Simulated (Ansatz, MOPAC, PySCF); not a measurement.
Complex: HCl (SMILES Cl) (first 2 atoms) with SiH4 (SMILES [SiH4]); geometry from B3LYP-D3(BJ)/def2-TZVP.
(charge 0, multiplicity 1):
```xyz
7

Cl     0.626     1.138    -0.225
H      1.119    -0.034    -0.058
Si    -0.178    -0.081     3.254
H     -0.315     1.388     3.335
H     -1.159    -0.629     2.291
H     -0.416    -0.678     4.589
H      1.191    -0.431     2.808
```

Counterpoise-corrected where a basis set is named; no monomer relaxation.

Rows in 6-31G* carry no dispersion term and start afresh at each structure (6-31G* with six Cartesian d functions). The state that PM3, PM6 reach isn't checked.

Codes used: Ansatz (Gaussian orbitals); MOPAC for PM3, PM6 (differences of heats of formation); PySCF for 6-31G* rows. 

### Question
One of these levels gives -0.46 kcal/mol for the interaction energy. Which?
(A) HF/6-31G*
(B) PM3
(C) SVWN5/def2-TZVPPD
(D) PM6

### Answer
D, PM6. The others give 0.08 (PM3), 0.66 (HF/6-31G*), -1.77 (SVWN5/def2-TZVPPD)

Ansatz is an electronic-structure program.
